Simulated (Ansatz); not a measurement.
H4InO2Si (`[OH][In][O][SiH3]`) radical, relaxed with UKS PBE0-D4/def2-TZVP in Ansatz from a GFN2-xTB geometry. The force threshold is 0.005 eV/Å; the program also tests the step.

The species carries charge 0 and has multiplicity 2. In: def2 effective core potential.

Start:

```xyz
8

O     0.447    0.226   -3.216
In    1.472   -0.442   -1.566
O     0.040   -0.201    0.038
Si   -0.263   -0.043    1.586
H    -0.432    0.500   -2.956
H     0.204    1.239    2.131
H    -1.742   -0.117    1.603
H     0.273   -1.162    2.380
```

| step | energy (eV) | largest force (eV/Å) | largest move (Å) |
| --- | --- | --- | --- |
| 1 | -17206.0651 | 2.532 | 0.000 |
| 2 | -17206.3437 | 0.625 | 0.105 |
| 3 | -17206.3622 | 0.244 | 0.073 |
| 4 | -17206.3670 | 0.275 | 0.126 |
| 5 | -17206.3810 | 0.029 | 0.163 |
| 6 | -17206.3828 | 0.017 | 0.048 |
| 7 | -17206.3834 | 0.004 | 0.039 |
| 8 | -17206.3835 | 0.014 | 0.048 |
| 9 (rejected) | -17206.3835 | 0.030 | 0.022 |
| 10 | -17206.3836 | 0.001 | 0.010 |
| 11 | -17206.3836 | 0.002 | 0.007 |
| 12 | -17206.3836 | 0.004 | 0.011 |

End:

```xyz
8

O     0.616    0.102   -3.267
In    1.295   -0.182   -1.406
O    -0.151    0.031   -0.032
Si   -0.313   -0.046    1.588
H    -0.326    0.306   -3.228
H     0.302    1.136    2.260
H    -1.760   -0.083    1.930
H     0.337   -1.265    2.154
```

It took 2.9 min on 2 threads of a server CPU on a shared host, with 0.57 GiB of host memory at the peak.
